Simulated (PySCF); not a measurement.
# Static response to an electric field

GaCl2(OiPr), C3H7Cl2GaO.
Geometry (PBE0-D3(BJ)/def2-SVP, Å), atoms numbered from 1 in this order:
```xyz
14
C3H7Cl2GaO angstrom
Ga     0.770    2.012   -1.251
Cl     2.834    1.517   -1.449
Cl    -0.030    3.761   -2.141
O     -0.301    0.974   -0.319
C      0.075   -0.278    0.242
C     -0.515   -1.390   -0.606
C     -0.411   -0.309    1.678
H      1.178   -0.378    0.238
H     -1.611   -1.292   -0.648
H     -0.268   -2.379   -0.191
H     -0.126   -1.344   -1.635
H      0.044    0.509    2.256
H     -1.504   -0.183    1.709
H     -0.153   -1.263    2.161
```

Level: wB97X-D/def2-SVPD (PySCF), static field, nuclei fixed, core orbitals frozen in the response. The polarisability tensor in these axes (au):

```
x    93.62  -0.46  -3.89
y    -0.46 100.39 -12.80
z    -3.89 -12.80  87.29
```

Question: Diagonalise the tensor; give its mean and Δα, where Δα² is half the sum of the squared differences of the eigenvalues.

Answer: Principal values 78.61, 94.29 and 108.40 au; mean 93.77 au = 13.89 Å³ = 15.46 × 10⁻⁴⁰ C²·m²/J; Δα = 25.81 au (28 % of the mean).

Question: What is the dipole moment, and where does it point?

Answer: (-0.07, -1.66, 0.89) D, 1.88 D in size, pointing from the negative to the positive side. Measured along this direction, the outermost atoms are Cl3 at the negative end and H14 at the positive end.

Question: What are the principal values of the traceless quadrupole moment, Θ = ½Σq(3rr − r²1), about the centre of nuclear charge?

Answer: -6.59, 1.74, 4.85 D·Å. The values depend on the origin, since the dipole doesn't vanish. The electronic extent ⟨r²⟩ about the same centre is 1837 bohr², a root-mean-square distance of 2.29 Å for the 98 electrons.

Question: Rayleigh depolarisation ratio (linearly polarised light, static tensor)?

Answer: ρ = 3Δα²/(45ᾱ² + 4Δα²) = 1999.0/(395656 + 2665.3) = 0.00502.

Question: Orientational against electronic polarisability at 500 K (dilute gas, rigid molecules)?

Answer: In Gaussian units μ²/3kT = 17.08 Å³ against 13.89 Å³, a ratio of 1.23; the Debye molar polarisation (4π/3)N_A(α + μ²/3kT) is 78.1 cm³/mol, leaving out the vibrational part.

The structure is a single PBE0-D3(BJ)/def2-SVP conformer in the gas phase; no vibrational or solvent corrections. The calculation is non-relativistic, for gallium too.
